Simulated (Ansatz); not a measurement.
Reaction (cleavage of the Ge–Si bond): `[CH3][Ge]([F])([F])[SiH3]` + CH₃SH → `C[S][Ge]([CH3])([F])[F]` + SiH₄

Program: Ansatz. Geometries: PBE0-D4/def2-TZVP. ΔE: electronic, gas phase. CBS: MP2 limit from def2 TZ/QZ plus the TZ coupled-cluster correction, frozen cores. This one scheme is used for every species. DFT in def2-TZVPP. B3LYP here is the variant with VWN-RPA as its local correlation; programs differ in this. For Ge outer-core shells are correlated without core-valence functions, which leaves a few kJ/mol of doubt a bond. Scalar relativity is left out up to krypton. Each species was taken in one conformer, which may not be the lowest.

```json
{"level": "PBE0-D4", "ΔE (kJ/mol)": "-35.6", "difference from CCSD(T)/CBS": "4.6"}
{"level": "B3LYP-D4", "ΔE (kJ/mol)": "-38.6", "difference from CCSD(T)/CBS": "1.6"}
{"level": "ωB97X-V", "ΔE (kJ/mol)": "-39.3", "difference from CCSD(T)/CBS": "0.9"}
{"level": "PBE0", "ΔE (kJ/mol)": "-32.5", "difference from CCSD(T)/CBS": "7.7"}
{"level": "B3LYP", "ΔE (kJ/mol)": "-32.8", "difference from CCSD(T)/CBS": "7.4"}
{"level": "MP2/def2-TZVPP", "ΔE (kJ/mol)": "-49.7", "difference from CCSD(T)/CBS": "-9.5"}
{"level": "CCSD(T)/def2-TZVPP", "ΔE (kJ/mol)": "-42.7", "difference from CCSD(T)/CBS": "-2.5"}
{"level": "SCS-MP2/def2-QZVPP", "ΔE (kJ/mol)": "-46.0", "difference from CCSD(T)/CBS": "-5.8"}
{"level": "HF/CBS(def2)", "ΔE (kJ/mol)": "-42.7", "difference from CCSD(T)/CBS": "-2.5"}
{"level": "CCSD/CBS(def2)", "ΔE (kJ/mol)": "-38.4", "difference from CCSD(T)/CBS": "1.8"}
{"level": "CCSD(T)/CBS", "ΔE (kJ/mol)": "-40.2", "difference from CCSD(T)/CBS": "0"}
```

Largest T1 diagnostic among the species: 0.012.

The D4 term adds −5.7 kJ/mol with B3LYP and −3.2 kJ/mol with PBE0; it sums over pairs of atoms, weighted by their polarisabilities, and B3LYP, whose exchange is more repulsive, gets the larger term. From PBE to PBE0 (25 % exact exchange), in def2-TZVPP and without D4, ΔE moves by −3.3 kJ/mol.
